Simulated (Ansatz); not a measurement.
# singlet Be: levels of theory in one basis

A single Be atom.

Basis set: def2-TZVP (spherical functions). All electrons are correlated. Charge 0, multiplicity 1.

Computed with Ansatz (development build ahead of 0.2.0); each method stands on the lowest determinant of its kind that the runs found.

```tsv
method	E − E(RHF) (eV)	<S²> of the determinant
RHF	0.00	0.00
UHF	-0.01	0.12
UHF-MP2	-1.40	0.12
```

Problem. What does RHF-MP2 give on the same scale?

Solution. -1.49 eV.

Problem. Is a single determinant a sound starting point here?

Solution. Only with care. Unrestricted orbitals gain 0.01 eV and <S²> is 0.12 against 0.00 for a pure state, so spin symmetry breaks but gains little energy; restricted orbitals can still serve.

Caution for UHF, UHF-MP2: the unrestricted determinant is spin contaminated.
